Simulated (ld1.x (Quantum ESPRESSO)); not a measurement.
Transferability test, TM potential for Si (Z = 14)

* Element: Si (Z = 14)
* Generator: ld1.x (Quantum ESPRESSO) 7.5
* Type: norm-conserving Troullier–Martins (Kleinman–Bylander form)
* Functional: BLYP
* Relativity: scalar-relativistic
* Frozen core: [Ne]
* Valence charge: 4
* Reference configuration: 3s2 3p2
* Partial waves: 3s (bound): rc 1.65 bohr; 3p (bound): rc 1.90 bohr
* Local potential: all-electron potential smoothed inside 1.55 bohr (lloc = -1)
* Core correction: Bessel-smoothed model core inside 1.25 bohr

Energies are relative to the spin-unpolarised reference configuration 3s2 3p2; without spin polarisation the order of configurations can differ from experiment. The frozen-core shift is the all-electron ΔE with the core orbitals held at their reference shape minus the fully relaxed ΔE.

```tsv
valence configuration	charge	ΔE all-electron (eV)	error AE − PS (meV)	frozen-core shift (meV)
3s2 3p1	+1	7.589	+3.1	+1.2
3s2 3p0	+2	23.479	+22	+12
3s1 3p3	0	6.852	-0.6	+0.8
3s2 3p1.5	+0.5	2.844	+0.5	+0.2
3s1 3p2	+1	15.044	+6.1	+3.5
3s0 3p4	0	13.875	-2.8	+3.1
```

(1) What are ΔE and the potential's error for 3s1 3p0?

Answers

(1) ΔE = 57.483 eV all-electron; the error (AE − PS) is +75 meV.
